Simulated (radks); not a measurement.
The numbers below are computed, except where a source is named.
How relativity changes the ionisation of neutral niobium ([Kr] 4d4 5s1) to Nb+ ([Kr] 4d4). Spin-unpolarised spherical Kohn-Sham, PBE, point nucleus unless stated (finite: rms radius 4.324 fm), a radial shooting solver on a logarithmic mesh with Libxc functionals. A level marked "c x" has the speed of light scaled by that factor and shares open shells by 2j + 1; other Dirac levels either fill j = l - 1/2 first or share by 2j + 1.

\begin{tabular}{lrrrrr}
level & E(Nb) (hartree) & E(Nb+) (hartree) & IE (eV) & HOMO & <r> HOMO (bohr) \\ \hline
non-rel. & -3755.03232 & -3754.80057 & 6.306 & 4d & 2.172 \\
scalar-rel. & -3819.61213 & -3819.36821 & 6.637 & 4d & 2.215 \\
scalar-rel., finite nucleus & -3819.56357 & -3819.31966 & 6.637 & 4d & 2.215 \\
Dirac, 2j+1 shares & -3820.11076 & -3819.86682 & 6.638 & 4d5/2 & 2.230 \\
Dirac, low j first & -3820.12436 & -3819.88149 & 6.609 & 4d3/2 & 2.206 \\
Dirac, 2j+1 shares, finite nucleus & -3820.06212 & -3819.81818 & 6.638 & 4d5/2 & 2.230 \\
Dirac, c x 0.85 & -3846.72854 & -3846.47941 & 6.779 & 4d5/2 & 2.253 \\
Dirac, c x 2 & -3770.76704 & -3770.53240 & 6.385 & 4d5/2 & 2.186 \\
Dirac, c x 3 & -3761.98371 & -3761.75069 & 6.341 & 4d5/2 & 2.179 \\
\end{tabular}

NIST Atomic Spectra Database: 6.759 eV (measured). The relativistic part of the total energy of Nb is -65.03 hartree (Dirac, 2j+1 shares, finite nucleus), 1.7 % of the non-relativistic value. Spin polarisation and multiplet splitting of open shells are left out at every level.

Beside tabulated values, note that relativity, absent from the non-relativistic runs, is large for the heavy elements, and spin-unpolarised runs miss the spin-polarisation part of the exchange energy of open shells.
